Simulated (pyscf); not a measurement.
Structures and frequencies: ωB97X-D3(BJ)/def2-SVP in PySCF. Correlated levels are frozen-core, on RHF or UHF. ΔMP2 is the change of the MP2 total energy from the triple- to the quadruple-zeta basis.

SMILES: [GeH2]([F])[SnH3]
```xyz
8

F     -2.8576    -0.2070    -1.1289
Ge    -1.5676     0.6482    -1.9576
Sn     0.2201     1.0829    -0.1633
H     -1.1132    -0.2789    -3.0971
H     -2.2097     1.9189    -2.5385
H      1.5528     1.8989    -0.8539
H      0.7471    -0.4026     0.4865
H     -0.4450     2.0451     1.0774
```
Charge 0, spin multiplicity 1.

Problem. What is the homolytic dissociation enthalpy (298 K, CCSD(T)/def2-TZVPP + ΔMP2(QZVPP)) of the Ge–Sn bond of F–GeH₂–SnH₃, to F–GeH₂• + SnH₃•?

Solution. Ge–Sn to F–GeH₂• + SnH₃•: 276.0 kJ/mol. The CCSD(T) − MP2 part came from Ansatz, without density fitting, on the same reference. The frozen core leaves the outer d or s,p core shells of the metals and heavy elements correlated in the MP2 and CC values, and def2-TZVPP describes them poorly, which can shift differences by a few kcal/mol. Elements up to Kr have no core potential and no relativistic terms here. Elements past Kr carry the def2 core potentials, without spin-orbit coupling.
